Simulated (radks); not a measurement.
Problem. These are the eigenvalues of the occupied orbitals of an atom or ion with whole-number occupations (hartree). Method: scalar-relativistic Kohn-Sham, SCAN, spin-polarised, spherical densities, finite nucleus; meta-GGA in the generalised Kohn-Sham scheme; Fermi nuclear charge, rms radius of each element as measured or else 0.836 A^(1/3) + 0.57 fm; computed with a radial shooting solver on a logarithmic mesh with Libxc functionals.

orbital  eigenvalue
1s up     -115.9741
1s down   -115.9515
2s up     -11.80260
2s down   -11.78572
2p up      -9.26541
2p down    -9.23680
3s up      -1.55696
3s down    -1.40893
3p up      -0.98120
3p down    -0.83971
3d up      -0.22030

Which element is it, and in what charge state? The configuration may be excited. Open shells, if any, are filled with parallel spins first.

Solution. Z = 18, argon, charge +1: Ar+ in [Ne] 3s2 3p4 3d1. The list shows which subshells hold electrons but not how many an open one holds; the 1s level, -115.97 hartree, gives Z - s = 15.2 by -(Z - s)^2/2, which with screening and relativity narrows Z to a few neighbours, and the depths of the outer levels then fix element, charge and occupations together.
